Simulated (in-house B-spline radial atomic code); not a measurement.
Sn²⁺. Computed with a B-spline radial atomic code. Model: non-relativistic spherical atom: semilocal Troullier-Martins pseudo-atom, one channel per l, against all electrons, high spin, G0W0 and RPA with empty states to l = 8, local potential for every l without a channel, a model core (radius 0 = none) keeps its share of the functional.

Without relativity these are model numbers for so heavy an element.

What the tables leave out is listed at the end.

The pseudopotential gives back the lowest level of each angular momentum of its own functional in the configuration it was made in; a second state of the same l is only approximately right. Exact exchange, RPA and GW see the smooth pseudo-orbitals and miss the exchange with the core, for which the functional's share stands in. The column with an uncorrelated core keeps all orbitals and exact exchange, and so separates missing core correlation from pseudisation. Only the three outermost levels and the lowest empty one were computed. RPA here is direct RPA, with no exchange kernel, and its energies carry an (l + 1/2)⁻⁴ tail. A hybrid on a potential with a model core restores only its own semilocal share of the core's exchange.

Command:
```bash
python run_psgw.py task.json out
```
Settings (lengths in bohr, energies in hartree):
```
Z                      50
electrons              48
configuration          [Kr] 4d10 5s2
generated_in           [Kr] 4d10 5s2 5p2
functional             pbe,pbe
core_shells            8
radius_factor          1.3
core_correction        False
ion_configuration      [Kr] 4d10 5s1
```

Run time, properties included: 76 s on 1 thread of Arm Neoverse N1, on a shared host.

Given: made with PBE; model core radius 0 bohr; local radius 1.476 bohr; mean-field start PBE.

Valence shells of the generating configuration: 4d, 5s, 5p.

Channel: s 2.754, p 3.366, d 1.143 (radii in bohr).

Computed: largest level miss in the spin-unpolarised generating configuration 0.001 eV; valence RPA correlation energy pseudo -1.0669 hartree; all-electron RPA polarisability, core included 14.016 bohr³; pseudo-atom RPA polarisability 13.902 bohr³; ionisation by mean-field all-electron 29.483 eV; ionisation by RPA all-electron 29.803 eV; ionisation by RPA pseudo minus all 0.913 eV.

| level | occupied | mean-field all-electron (eV) | mean-field pseudo minus all (eV) | G0W0 all-electron (eV) | G0W0 uncorrelated core minus all (eV) | G0W0 pseudo minus all (eV) | exchange self-energy all-electron (eV) | exchange self-energy pseudo (eV) |
| --- | --- | --- | --- | --- | --- | --- | --- | --- |
| 5s | 1 | -25.048 | 0.009 | -29.73 | 0.042 | -0.602 | -15.035 | -13.762 |
| 5p (empty) | 0 | -17.744 | -0.013 | -14.585 | 0.032 | -0.314 | -5.0455 | -4.5464 |

Question: What is the valence RPA correlation energy all-electron orbitals?

Answer: -0.72223 hartree.

Question: What is the ionisation by mean-field pseudo minus all?

Answer: -0.019 eV.

Given: mean-field start PBE0.

Computed: valence RPA correlation energy all-electron orbitals -0.68228 hartree; valence RPA correlation energy pseudo -1.031 hartree; all-electron RPA polarisability, core included 12.783 bohr³; pseudo-atom RPA polarisability 12.505 bohr³; ionisation by mean-field pseudo minus all 0.226 eV; ionisation by RPA all-electron 29.626 eV.

```
     level  occupied  mean-field all-electron (eV)  mean-field pseudo minus all (eV)  G0W0 all-electron (eV)  G0W0 uncorrelated core minus all (eV)  G0W0 pseudo minus all (eV)  exchange self-energy all-electron (eV)  exchange self-energy pseudo (eV)
        5s         1                       -25.926                            -0.211                 -29.642                                  0.045                      -0.746                                 -14.867                           -13.825
5p (empty)         0                       -16.783                            -0.263                 -14.535                                  0.032                      -0.315                                 -4.8021                           -4.5347
```

Question: What is the ionisation by RPA pseudo minus all?

Answer: 0.943 eV.

Question: What is the ionisation by mean-field all-electron?

Answer: 29.154 eV.

Given: mean-field start Hartree-Fock.

Computed: valence RPA correlation energy all-electron orbitals -0.5877 hartree; valence RPA correlation energy pseudo -0.93757 hartree; all-electron RPA polarisability, core included 10.749 bohr³; pseudo-atom RPA polarisability 10.168 bohr³; ionisation by mean-field all-electron 27.423 eV; ionisation by RPA all-electron 29.215 eV.

| level | occupied | mean-field all-electron (eV) | mean-field pseudo minus all (eV) | G0W0 all-electron (eV) | G0W0 uncorrelated core minus all (eV) | G0W0 pseudo minus all (eV) | exchange self-energy all-electron (eV) | exchange self-energy pseudo (eV) |
| --- | --- | --- | --- | --- | --- | --- | --- | --- |
| 5s | 1 | -27.651 | -0.86 | -29.419 | 0.05 | -1.094 | -14.192 | -13.792 |
| 4d | 1 | -54.494 | 5.139 | -53.993 | -0.391 | 3.525 | -46.259 | -28.458 |
| 5p (empty) | 0 | -13.456 | -0.815 | -14.458 | 0.027 | -0.419 | -3.9619 | -4.2889 |

Question: What is the ionisation by RPA pseudo minus all?

Answer: 1.019 eV.

Question: What is the ionisation by mean-field pseudo minus all?

Answer: 0.823 eV.

Among the listed levels the largest G0W0 shift of the pseudo-atom is +3.52 eV, for 4d on the Hartree-Fock start, while leaving the core uncorrelated moves that level by -0.39 eV. So pseudisation and the lost core exchange, not the missing core correlation, make the error. Not in the tables (levels of low weight, unsolved or above zero; the highest and the empty levels are kept at any weight): on PBE the G0W0 levels 4d (pseudo minus all +4.17 eV, weights 0.62 and 0.81); on PBE0 the G0W0 levels 4d (pseudo minus all +4.53 eV, weights 0.08 and 0.88).
